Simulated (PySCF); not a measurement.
Planning a shielding job on `CCCB1OCCCO1`.

Method: GIAO PBE0/pcSseg-1 NMR shielding, non-relativistic, gas phase (PySCF 2.14.0, density-fitted response routines). Geometry: GFN2-xTB. Work: shieldings, ring-centre shieldings, charges and field gradients, density fitting. A driver script takes a list of jobs; this job's settings line and coordinates (Å) are shown.

Input:
```
{"job": {"kind": "nmr", "xc": "PBE0", "basis": "pcSseg-1"}, "charge": 0, "multiplicity": 1}
C     -3.635687    -0.137848    -0.483117
C     -2.142487     0.133935    -0.622391
C     -1.335636    -0.499195     0.515142
B      0.242629    -0.303689     0.367255
O      0.971843    -0.085892     1.495181
C      2.371171     0.088451     1.414408
C      2.781929     0.674431     0.065190
C      2.188574    -0.196977    -1.040381
O      0.797491    -0.370899    -0.872544
H     -3.831093    -1.207739    -0.501058
H     -4.188357     0.325112    -1.297857
H     -4.009492     0.261494     0.457373
H     -1.782358    -0.262383    -1.572782
H     -1.969248     1.212026    -0.628855
H     -1.673250    -0.093770     1.469793
H     -1.559157    -1.568556     0.537956
H      2.855611    -0.885037     1.566546
H      2.659652     0.754115     2.234817
H      2.374628     1.683864    -0.021128
H      3.866949     0.716530    -0.020786
H      2.339100     0.262209    -2.023570
H      2.666776    -1.185601    -1.040041
```

Hardware: one thread of an Arm Neoverse V1, shared host.

Question: How large is the basis?

Answer: 218 functions for 70 electrons, with 1122 fitting functions; the fitted three-index integrals, 1122 × 218 × 219/2 numbers of 8 bytes, come to 200 MiB.

Question: Which is nearest to the wall time?
A. 6.7 s
B. 54 s
C. 0.89 s

Answer: B. The run took 54 s. The SCF took 12 cycles.

Question: At this speed, how long would 500 such jobs take on 16 cores, one job a core?

Answer: 500/16 gives 32 rounds of 54 s, about 29 min of wall time and 7.5 core-hours, if the jobs don't slow each other.

The SCF part of the output:
```
coarse grid: 17840 points
cycle   1  E = -411.1316725037  dE =  1.146e+00  |g| = 8.208e-01  |ddm| = 3.965e+00
cycle   2  E = -411.0350189500  dE =  9.665e-02  |g| = 1.114e+00  |ddm| = 1.429e+00
cycle   3  E = -411.2632092591  dE = -2.282e-01  |g| = 9.661e-02  |ddm| = 8.650e-01
cycle   4  E = -411.2648133596  dE = -1.604e-03  |g| = 3.736e-02  |ddm| = 8.523e-02
cycle   5  E = -411.2651352186  dE = -3.219e-04  |g| = 6.489e-03  |ddm| = 3.222e-02
cycle   6  E = -411.2651439854  dE = -8.767e-06  |g| = 1.453e-03  |ddm| = 6.073e-03
final grid: 170712 points
cycle   7  E = -411.3392595359  dE = -4.958e-05  |g| = 1.358e-02  |ddm| = 2.968e-02
cycle   8  E = -411.3392282370  dE =  3.130e-05  |g| = 1.885e-02  |ddm| = 2.068e-02
cycle   9  E = -411.3392973587  dE = -6.912e-05  |g| = 1.361e-03  |ddm| = 1.196e-02
cycle  10  E = -411.3392977493  dE = -3.906e-07  |g| = 1.972e-04  |ddm| = 1.223e-03
cycle  11  E = -411.3392977570  dE = -7.664e-09  |g| = 5.621e-05  |ddm| = 1.958e-04
cycle  12  E = -411.3392977577  dE = -6.929e-10  |g| = 1.916e-05  |ddm| = 6.408e-05
converged SCF energy = -411.3392977577
```

On the final grid dE counts from the start density on that grid.

Other jobs ran on the host; a repeat could differ by tens of per cent or more.
